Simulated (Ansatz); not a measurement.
Li2Sn. Total charge 0; triplet. Geometry r2SCAN-D4/def2-TZVPD, that of the charge -1 doublet; atoms count from 1.

```xyz
3

Li    1.1215    1.3134    0.4645
Li   -0.7006   -1.3690    0.9130
Sn   -0.4209    0.0556   -1.3775
```

In the def2 sets Sn takes a core potential; there is no spin–orbit coupling. The structure comes from a short search, and lower isomers may exist.

Estimate the Mulliken populations from the PBE0/def2-TZVPD orbitals of Ansatz.


```csv
atom,charge (e),spin (α − β)
Li1,0.24,-0.02
Li2,0.24,-0.02
Sn3,-0.49,2.03
```
Mulliken values and Mayer orders depend strongly on the basis. With diffuse functions, as here, like atoms can get unlike values, and bond orders can come out too low or too high.

Where does the spin sit?

Summed by element: Li -0.03, Sn 2.03, of 2 unpaired in all. Largest on single atoms: Sn3 2.03, Li2 -0.02, Li1 -0.02.

And the Mayer bond orders between bonded heavy atoms (over 0.3)?

Li1–Sn3 0.74 (2.71 Å); Li2–Sn3 0.74 (2.71 Å). Values over 0.3 also appear between atoms too far apart for a bond (Li1–Li2 0.33 at 3.27 Å); they arise where an orbital or an unpaired electron spreads over both atoms.
